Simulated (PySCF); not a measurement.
Computed shifts of a molecule C₃H₉Ga, PBE/pcSseg-1 run with PySCF, GIAO, gas phase, atoms alike by connectivity averaged where their shifts nearly agree, in ppm (number of nuclei): ¹³C: 3.7 (3). ¹H: 0.52 (9). References: ¹³C against TMS (σ = 182.0 ppm); ¹H against TMS (σ = 31.49 ppm), references at their B3LYP-D3(BJ)/def2-TZVP geometries, non-relativistic. Coordinates come from a ωB97X-D3(BJ)/def2-SVP optimisation. One conformer was computed; it need not be the lowest.

Task: Which structure fits?
(A) C[CH2][GaH][CH3]
(B) C[CH](C)[GaH2]
(C) CC[CH2][GaH2]
(D) [CH3][Ga]([CH3])[CH3]

Result: D, [CH3][Ga]([CH3])[CH3]
